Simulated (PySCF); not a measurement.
## A survey of 19F NMR shifts

[PySCF 2.14.0 with density-fitted response routines: NMR shieldings at PBE0/pcSseg-1/GIAO; GFN2-xTB structure; a single conformation; in vacuum; non-relativistic; averaged over atoms made equivalent by symmetry, fast rotation or ring inversion]

Shieldings were converted by a linear fit to measured shifts: 19F (scatter 6.0 ppm rms, 7.0 ppm with the 5 outliers that the fit left out vs CFCl3, solution or neat liquid, with a term for F on sp3 carbon). Occasional misses reach two or three times the rms, and more in compound classes unlike the fitted ones.

**Question.** Give the 19F shifts of `CCO/C(OC)=C(/C)CF`, `CCO/C(OC)=C(\C)CF`.

**Answer.** 
```json
{"compound": "CCO/C(OC)=C(/C)CF", "environment": "fluorine on an sp3 carbon", "δ (ppm)": "-212.0"}
{"compound": "CCO/C(OC)=C(\\C)CF", "environment": "fluorine on an sp3 carbon", "δ (ppm)": "-216.1"}
```

**Question.** Match the shifts -135.5, -203.6, -215.1, -259.1 ppm to `CC(C)(CF)OCCCl`, `CC[C@@H](F)[C@H](CCl)OC`, `FC[SiH2][SiH2]C[SiH2]P`, `CCC[C@@H]1OCCO[C@H]1F`.

**Answer.** -135.5: CCC[C@@H]1OCCO[C@H]1F (fluorine on an sp3 carbon); -203.6: CC[C@@H](F)[C@H](CCl)OC (fluorine on an sp3 carbon); -215.1: CC(C)(CF)OCCCl (fluorine on an sp3 carbon); -259.1: FC[SiH2][SiH2]C[SiH2]P (fluorine on an sp3 carbon).
